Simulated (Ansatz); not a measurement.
Energy needed to pull apart SbH$_{3}$S$_{2}$ (SMILES S[S][SbH2]), singlet, into free ground-state atoms, from the structure below (displaced at random from a GFN2-xTB minimum); no zero-point or spin–orbit terms; open-shell atoms are treated unrestricted, in their ground-state multiplicity.

| atom | x (Å) | y (Å) | z (Å) |
| --- | --- | --- | --- |
| S1 | -0.8998 | -1.5748 | -1.3528 |
| S2 | -0.3775 | -0.7993 | 0.5741 |
| Sb3 | 0.7062 | 1.2174 | 0.0887 |
| H4 | -2.2442 | -1.2985 | -1.3184 |
| H5 | 2.1464 | 0.6181 | 0.2833 |
| H6 | 0.4374 | 1.6082 | 1.5851 |

Computed with Ansatz 0.2.0 (basis: def2-TZVPP); correlated methods freeze the cores. Filled d shells of the heavier atoms are correlated. Core potentials replace the inner electrons of the atoms past krypton. The def2 sets are not built for correlating such inner shells, so the correlated values are less sure here. B3LYP uses VWN-RPA correlation.

```tsv
method	atomization energy (kJ/mol)
PBE-D4	1394
r2SCAN-D4	1361
PBE0-D4	1352
B3LYP-D4	1365
r2SCANh-D4	?
wB97M-V	1373
HF	?
MP2	1284
CCSD	1258
CCSD(T)	1296
```

Task: What does r2SCANh-D4 give? (Judge from chemistry; the value comes from the calculation.)

Result: By the calculation: 1346 kJ/mol, which is about 50 kJ/mol more than CCSD(T)/def2-TZVPP.

Task: What does HF give? (To be estimated.)

Result: By the calculation: 782 kJ/mol, which is about 513 kJ/mol less than CCSD(T)/def2-TZVPP.

In triple zeta the MP2 and coupled-cluster atomization energies are still short of their basis limit by a few kcal/mol a bond, whereas those of the functionals are nearly converged, so these differences are not deviations from converged CCSD(T).

No T1 diagnostic of these runs exceeds 0.014.

For scale, one of the runs: CCSD(T)/def2-TZVPP forces, 176 basis functions (an equivalent command: `ansatz run in.yaml --threads 4`). Hardware: 4 CPU threads, shared host. Wall time 3 min; peak host memory 3 GiB.
